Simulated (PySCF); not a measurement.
C₄H₄BrCl, SMILES ClCC=C=CBr. Atoms are numbered in the order given.

```xyz
10

Cl    -3.7606    -0.8501     0.5918
C     -2.4264     0.1798    -0.0225
C     -1.2949    -0.6564    -0.5222
C     -0.0749    -0.5816    -0.0486
C      1.1354    -0.4969     0.4292
Br     2.4249     0.7036    -0.2559
H     -2.1095     0.8411     0.7934
H     -2.8518     0.7879    -0.8338
H     -1.5176    -1.3618    -1.3334
H      1.5008    -1.1109     1.2564
```

Coordinates come from a PBE0-D3(BJ)/def2-SVP optimisation. The structure was generated by enumeration; whether it is a known compound was not checked. Other conformers were not sampled.

Method: PySCF with ωB97X/def2-TZVP.

ESP charges are fitted to the potential on shells at 1.4 to 2.0 van der Waals radii. Atomic charges (e):

```tsv
atom	ESP fit	IAO	Löwdin	Mulliken
Cl1	-0.15	-0.11	0.27	-0.13
C2	-0.23	-0.22	-0.46	-0.12
C3	-0.08	-0.16	-0.19	-0.09
C4	0.02	0.02	-0.09	-0.16
C5	-0.29	-0.26	-0.42	-0.15
Br6	-0.03	0.03	0.32	0.00
H7	0.19	0.17	0.14	0.15
H8	0.17	0.17	0.13	0.14
H9	0.16	0.17	0.16	0.17
H10	0.24	0.19	0.15	0.18
```

Computed Mayer and Wiberg (Löwdin basis) orders of the bonds:
```json
[
 {"bond": "Cl1–C2", "Mayer": "1.05", "Wiberg": "1.59"},
 {"bond": "C2–C3", "Mayer": "0.95", "Wiberg": "1.27"},
 {"bond": "C3–C4", "Mayer": "1.93", "Wiberg": "2.01"},
 {"bond": "C4–C5", "Mayer": "1.93", "Wiberg": "2.12"},
 {"bond": "C5–Br6", "Mayer": "1.15", "Wiberg": "1.60"},
 {"bond": "C2–H7", "Mayer": "0.98", "Wiberg": "0.88"},
 {"bond": "C2–H8", "Mayer": "0.96", "Wiberg": "0.88"},
 {"bond": "C3–H9", "Mayer": "0.91", "Wiberg": "0.81"},
 {"bond": "C5–H10", "Mayer": "0.91", "Wiberg": "0.85"}
]
```
